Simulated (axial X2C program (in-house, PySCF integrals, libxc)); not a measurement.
GeP: properties at the nuclei

Calculated with an in-house all-electron X2C program for linear molecules (integrals from PySCF): two-component X2C with atomic mean-field Coulomb and Gaunt terms, Gaussian nuclei, basis Ge dyall-cv3z, P dyall-v3z with contracted cores.

R = 2.148 Å (near the PBE0 minimum at charge 0 of the determinant lowest at the starting distance; the state shown can have its own minimum elsewhere).

Input and command:
```json
{"zs": [32, 15], "q": 0, "bas": ["dyall-cv3z", "dyall-v3z"], "r0": 2.13, "levels": ["PBE0", "HF", "BP86", "BHandHLYP", "TPSSh"], "nst": 3}
```
```bash
python soeom.py task.json out
```

Keys: zs atomic numbers; q charge; bas basis sets; r0 starting distance in Å; levels methods; nst determinants followed.

Determinant lowest in the PBE0 search, Ω = 3/2 (⟨Sz⟩ = 0.50, ⟨Lz⟩ = 1.00 at PBE0), spin on the atoms Ge 0.07, P 0.43:

```json
{"level": "PBE0", "Eeff magnitude (GV/cm)": "0.00225", "Ws magnitude Ge (kHz)": "0.00379", "Ws magnitude P (kHz)": "0.00256", "A∥/gI Ge (MHz)": "123", "qzz Ge (a.u.)": "-4.50", "A∥/gI P (MHz)": "81.3", "qzz P (a.u.)": "-1.50", "μ (D)": "-1.37"}
{"level": "HF", "Eeff magnitude (GV/cm)": "0.261", "Ws magnitude Ge (kHz)": "0.0614", "Ws magnitude P (kHz)": "0.0097", "A∥/gI Ge (MHz)": "273", "qzz Ge (a.u.)": "-4.58", "A∥/gI P (MHz)": "-0.0944", "qzz P (a.u.)": "-1.55", "μ (D)": "-1.12"}
{"level": "BP86", "Eeff magnitude (GV/cm)": "0.0207", "Ws magnitude Ge (kHz)": "0.00142", "Ws magnitude P (kHz)": "0.00187", "A∥/gI Ge (MHz)": "118", "qzz Ge (a.u.)": "-4.23", "A∥/gI P (MHz)": "93.7", "qzz P (a.u.)": "-1.54", "μ (D)": "-1.18"}
{"level": "BHandHLYP", "Eeff magnitude (GV/cm)": "0.0128", "Ws magnitude Ge (kHz)": "0.00575", "Ws magnitude P (kHz)": "0.00286", "A∥/gI Ge (MHz)": "132", "qzz Ge (a.u.)": "-4.74", "A∥/gI P (MHz)": "80.8", "qzz P (a.u.)": "-1.53", "μ (D)": "-1.51"}
{"level": "TPSSh", "Eeff magnitude (GV/cm)": "0.0168", "Ws magnitude Ge (kHz)": "0.00177", "Ws magnitude P (kHz)": "0.00252", "A∥/gI Ge (MHz)": "130", "qzz Ge (a.u.)": "-4.37", "A∥/gI P (MHz)": "91.6", "qzz P (a.u.)": "-1.49", "μ (D)": "-1.29"}
```

Determinant 0.06 eV from it at PBE0 and this distance, Ω = 1/2 (⟨Sz⟩ = -0.50, ⟨Lz⟩ = 1.00 at PBE0), spin on the atoms Ge -0.09, P -0.41:

```
    level  Eeff magnitude (GV/cm)  Ws magnitude Ge (kHz)  A∥/gI Ge (MHz)  qzz Ge (a.u.)  A∥/gI P (MHz)  qzz P (a.u.)  μ (D)
     PBE0                   0.197                  0.172             463          -4.56            545         -1.48  -1.40
       HF                    2.72                   2.22             389          -4.30            341         -1.33  -1.20
     BP86                   0.155                  0.139             488          -4.27            556         -1.52  -1.21
BHandHLYP                   0.294                  0.248             436          -4.80            518         -1.51  -1.55
    TPSSh                   0.134                   0.12             470          -4.43            505         -1.47  -1.32
```

Eeff is the effective electric field on the electron electric dipole moment in this Ω state and Ws the scalar–pseudoscalar constant of the nucleus named (defined with the proton number Z and per Ω); A∥ (defined per Ω) follows by multiplying with gI = μI/(I μN); qzz is the electric field gradient, eQq0 = 234.96 MHz × Q/barn × qzz; μ is positive if the P end (last atom) is positive. The operators were transformed with the bare-nucleus X2C matrices; with these basis sets, hyperfine constants and field gradients can be off by tens of per cent, and where levels differ in sign neither size nor sign is settled.

Q: With Q(73Ge) = -0.196 barn (Q from Pyykkö, Mol. Phys. 2018), turn the PBE0 values of the first state into constants in MHz.

A: eQq0(73Ge) = 234.96 × (-0.196) × (-4.50) = 207 MHz.

Each state is one determinant with collinear spin. Unrestricted Hartree–Fock can overshoot spin polarisation at the nuclei. In the state Ω = 3/2 the sign of Eeff differs between levels (BP86, TPSSh against PBE0). Where Eeff spreads by more than a factor of two the levels disagree and none is to be relied on. The search compared states at one distance, so a state with another bond length can lie lower. The sign of Ws at Ge differs between levels in the first state. Further determinants of the search, some of them spin-mixed, are not shown. Where a field gradient or hyperfine factor spreads by more than a factor of two over the levels, a constant derived from it is not to be relied on. PBE0 term energies can be off by some tenths of an eV.
